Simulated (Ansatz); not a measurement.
Basis-set extrapolation for C2H3FSi, SMILES `C#C[SiH2]F` (PBE0-D4/def2-TZVP geometry, frozen core, Ansatz 0.2.0). Multiplicity 1, RHF reference.

|  | cc-pV(T+d)Z | cc-pV(Q+d)Z |
| --- | --- | --- |
| HF | -465.948750 | -465.967448 |
| MP2 correlation | -0.670700 | -0.722735 |
| CCSD(T) correlation | -0.720679 | -0.769355 |

Energies in hartree. Use E(X) = E(∞) + A·exp(−5.46·√X) for Hartree–Fock and E(X) = E(∞) + B·X^(−3.05) for correlation, with X = 3 and 4.

What is the CCSD(T) energy at the basis-set limit?

HF limit: -465.967448 + (-0.018698) × 0.30130 = -465.97308. Correlation limit: -0.769355 + (-0.048676) × 0.71189 = -0.80401. Total: -466.77709 hartree, 67.6 kcal/mol below CCSD(T)/cc-pV(T+d)Z.
